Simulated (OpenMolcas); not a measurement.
A calculation on Co²⁺.

```yaml
Program: OpenMolcas 26.06
Method: CASSCF
Basis: ANO-RCC-VTZP [6s5p3d2f1g]
Scalar_Hamiltonian: DKH2, point nucleus
Active_space: 7 electrons in 6 orbitals (3d 4s)
State_averaging: 2S+1 = 6 even, 5 roots; 2S+1 = 4 even, 60 roots (50 in the spin-orbit step); 2S+1 = 2 even, 110 roots
Spin-orbit_coupling: state interaction with AMFI integrals over the reference wave functions, term energies averaged over their components
```

Q: Which level of the active space comes out lowest?

A: 3d7 4F 9/2, with 99 % of that term; it is also the measured ground level.

Q: How high does 3d7 2P 3/2 [71 %] lie?

A: 18856 cm-1 above the lowest level.

Q: How high does 3d7 4F 3/2 lie?

A: 2094 cm-1 above the lowest level; measured 1867 cm-1 above the ground level, so the calculation is off by +12 %.

Q: How high does 3d7 4F 5/2 lie?

A: 1631 cm-1 above the lowest level; measured 1451 cm-1 above the ground level, so the calculation is off by +12 %.

Q: The level at 19968 cm-1 has J = 1/2. What is it made of, and what is its g factor?

A: 71 % 3d7 2P 1/2, 29 % 3d7 4P; g = 1.255, against 0.666 from Landé's formula for the pure leading term.

Measured values: Sugar and Corliss, J. Phys. Chem. Ref. Data 10, 1097 (1981).

Some high roots are left out of the spin-orbit mixing, which shifts the levels that they would mix with. Without dynamic correlation excited terms often stand tens of per cent too high (terms of higher spin than the ground term too low), and those without a measured partner can miss by more than the paired ones. Measured partners are found by configuration, term and J. A level has none where our copy of the source lacks it or the pairing is in doubt (some pairs that miss far off the trend of their configuration count as doubtful), and it then counts in no deviation. Levels of configurations outside the active space are missing.

A share in square brackets marks a mixed level and gives the weight of the term that names it.
